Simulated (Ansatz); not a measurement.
Ansatz results at the PBE0-D4/def2-TZVP geometry: LUMO energy (PBE/def2-TZVPP) -1.68 eV; HOMO energy (ωB97M-V/def2-TZVPP) -9.87 eV; LUMO energy (ωB97M-V/def2-TZVPP) 0.74 eV.

Which molecule gave them?
A. `[SiH3]SS[SiH3]`
B. `F/[C]([AlH2])=C\[SiH3]`
C. `[F][Al]1[CH2][SiH2][CH2]1`
D. `[BH]1C[O][SnH2]1`

C. The others give `[BH]1C[O][SnH2]1`: -3.21, -9.60, -0.30; `F/[C]([AlH2])=C\[SiH3]`: -2.91, -10.05, -0.41; `[SiH3]SS[SiH3]`: -2.39, -9.35, 0.64.
